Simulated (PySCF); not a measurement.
# Dipole moment and polarisability of `C=C1CC[C@H]1/C=N\C`

Compound: C7H11N.
SMILES with atom numbers: `[CH2:1]=[C:2]1[CH2:3][CH2:4][C@H:5]1/[CH:6]=[N:7]\[CH3:8]` (hydrogens: H9, H10 on C1; H11, H12 on C3; H13, H14 on C4; H15 on C5; H16 on C6; H17, H18, H19 on C8)

Cartesian coordinates in Å at the GFN2-xTB level; atoms count from 1:
```xyz
19
C7H11N angstrom
C     -2.0644    1.6260    0.6757
C     -1.4783    0.4972    0.3349
C     -1.9662   -0.8086   -0.2318
C     -0.5048   -1.2812   -0.3273
C     -0.0400    0.0501    0.3211
C      0.8948    0.8770   -0.5200
N      2.1324    0.7478   -0.6780
C      2.9040   -0.2668   -0.0277
H     -1.5005    2.4608    1.0579
H     -3.1300    1.7594    0.5907
H     -2.5810   -1.3880    0.4566
H     -2.4944   -0.7258   -1.1812
H     -0.2685   -2.1744    0.2480
H     -0.1459   -1.4108   -1.3469
H      0.3837   -0.0788    1.3211
H      0.4290    1.6814   -1.0814
H      2.3268   -0.9973    0.5487
H      3.4736   -0.7887   -0.7973
H      3.6201    0.2299    0.6295
```

Level: CAM-B3LYP/def2-SVPD (PySCF), static field, nuclei fixed, core orbitals frozen in the response. The polarisability tensor in these axes (au):

```
x   109.40  -8.64  -3.44
y    -8.64  89.07   4.05
z    -3.44   4.05  69.17
```

Problem. What are the eigenvalues, a third of the trace, and Δα (Δα² = ½Σ(αi − αj)² over the three pairs)?

Solution. Principal values 68.30, 86.28 and 113.07 au; mean 89.21 au = 13.22 Å³ = 14.71 × 10⁻⁴⁰ C²·m²/J; Δα = 39.02 au (44 % of the mean).

Problem. What is the dipole moment, and where does it point?

Solution. (-1.10, -1.54, 0.94) D, 2.11 D in size, pointing from the negative to the positive side. Measured along this direction, the outermost atoms are N7 and H16 at the negative end and H11 at the positive end.

Problem. Find the Langevin capture rate constant for NO+ (29.998 u) meeting this molecule (109.089 u), k = 2.342 × 10⁻⁹ cm³/s × √(α in Å³ / reduced mass in u).

Solution. The reduced mass is 23.53 u, so k = 1.76 × 10⁻⁹ cm³/s. The formula leaves out the permanent dipole, which adds to the capture rate.

Problem. What depolarisation ratio follows for Rayleigh scattering of linearly polarised light, taking the static tensor?

Solution. ρ = 3Δα²/(45ᾱ² + 4Δα²) = 4567.6/(358158 + 6090.1) = 0.0125.

Problem. Give the eigenvalues of the traceless quadrupole moment Θ = ½Σq(3rr − r²1), origin at the centre of nuclear charge.

Solution. -8.19, 2.40, 5.79 D·Å. The values depend on the origin, since the dipole doesn't vanish. The electronic extent ⟨r²⟩ about the same centre is 1139 bohr², a root-mean-square distance of 2.31 Å for the 60 electrons.

Problem. Sum over states: ᾱ = Σ f/ω², ω in Eh. What share falls to these 8 lowest TDDFT singlets (eV, f)? 4.80, 0.0028; 6.54, 0.0974; 6.77, 0.0465; 6.83, 0.0209; 7.07, 0.1561; 7.18, 0.0539; 7.37, 0.1693; 7.59, 0.0418.

Solution. They add up to 8.79 au, 9.9 % of the 89.21 au; the largest single term is 2.31 au, from the state at 7.07 eV. Terms in order: 0.09, 1.68, 0.75, 0.33, 2.31, 0.77, 2.31, 0.54 au. Higher excitations give the rest. The strengths listed sum to 0.589.

Geometry: GFN2-xTB, one conformer, isolated molecule.
